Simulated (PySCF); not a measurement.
Q: Write Cartesian coordinates for `C#CB(CC)CC` (BEt2(CCH)) as optimised with PBE0-D3(BJ)/def2-SVP.

A: 
```xyz
18
C6H11B angstrom
B     -0.160   -0.227    0.011
C      1.412   -0.246   -0.097
C      1.991   -0.495    1.304
H      1.792    0.714   -0.485
H      1.758   -1.043   -0.775
H      3.093   -0.500    1.289
H      1.681    0.285    2.018
H      1.661   -1.464    1.710
C     -0.959    1.127    0.114
C     -1.326    1.575   -1.309
H     -0.336    1.905    0.589
H     -1.879    1.020    0.709
H     -1.869    2.533   -1.301
H     -0.431    1.712   -1.938
H     -1.970    0.836   -1.811
C     -0.922   -1.555    0.013
C     -1.531   -2.612    0.018
H     -2.060   -3.548    0.019
```

Any rigid rotation of these coordinates is as good. Atoms count from 1 in this order. B1 (boron bonded to 3 C) is planar (angles 121.4°, 119.5° and 119.1°, sum 360.0°, 0.00 Å off the plane of its three neighbours). The B–C distances run from 1.531 Å (B1–C16) to 1.576 Å (B1–C2), a spread of 0.045 Å. The 3 C–C bonds span 1.220 Å (C16–C17) to 1.537 Å (C9–C10), a spread of 0.317 Å.

Bonds between heavy atoms (Å): B1–C2 1.576, B1–C9 1.575, B1–C16 1.531, C2–C3 1.537, C9–C10 1.537, C16–C17 1.220.

Computed, not measured: PBE0-D3(BJ)/def2-SVP geometry optimisation, gas phase (PySCF).

Point group: near C2, missed by 0.16 Å at most; the miss may be what the optimiser left on a soft mode. Not checked by PBE0-D3(BJ)/def2-SVP frequencies. The numbers are those of one conformer (C9–B1–C2–C3 98°, C2–B1–C9–C10 91°).

The run took 3.7 min wall, 3.2 min CPU on Intel Xeon at 2.50 GHz, one thread, shared host with 64 logical CPUs at a one-minute load of 63, and the process peaked at 0.60 GiB of memory. That covers the optimisation of the geometry.
